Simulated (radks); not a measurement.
Spherical quantum dot in the effective-mass picture: electrons in a parabolic well V = omega^2 r^2 / 2 with omega = 0.181, with a point charge +1 (a donor) at the centre, all in effective atomic units (hartree* = m*/eps^2 hartree, bohr* = eps/m* bohr), one dielectric constant everywhere. Method: non-relativistic Kohn-Sham, exchange-only LDA, spin-polarised, spherical densities; computed with a radial shooting solver with Libxc functionals. Levels are named by radial order and angular momentum (1s, 1p, 1d, 2s, ...), and open shells are averaged over m.

N = 23, configuration 1s2 1p6 1d10 2s2 1f(up 3, down 0). This is the lowest configuration that the search found. Occupied and some empty levels:

| level | occupation | eigenvalue (hartree*) | <r> (bohr*) |
|---|---|---|---|
| 1s down | 1 | 3.5441 | 2.792 |
| 1s up | 1 | 3.5450 | 3.012 |
| 1p up | 3 | 3.6342 | 6.404 |
| 2s up | 1 | 3.6424 | 5.782 |
| 1p down | 3 | 3.6476 | 6.204 |
| 2s down | 1 | 3.6557 | 5.838 |
| 1d up | 5 | 3.6899 | 7.052 |
| 1d down | 5 | 3.7069 | 6.949 |
| 1f up | 3 | 3.7559 | 7.522 |
| 1f down | 0 | 3.7749 | 7.473 |
| 2p up | 0 | 3.7980 | 6.059 |
| 2p down | 0 | 3.8064 | 6.118 |
| 1g up | 0 | 3.8316 | 7.914 |
| 1g down | 0 | 3.8516 | 7.898 |
| 2d up | 0 | 3.8905 | 6.828 |
| 2d down | 0 | 3.9003 | 6.827 |

Energy (hartree*): total 48.8473, kinetic 3.0098, external 12.402, Hartree 36.737, exchange-correlation -3.3021.
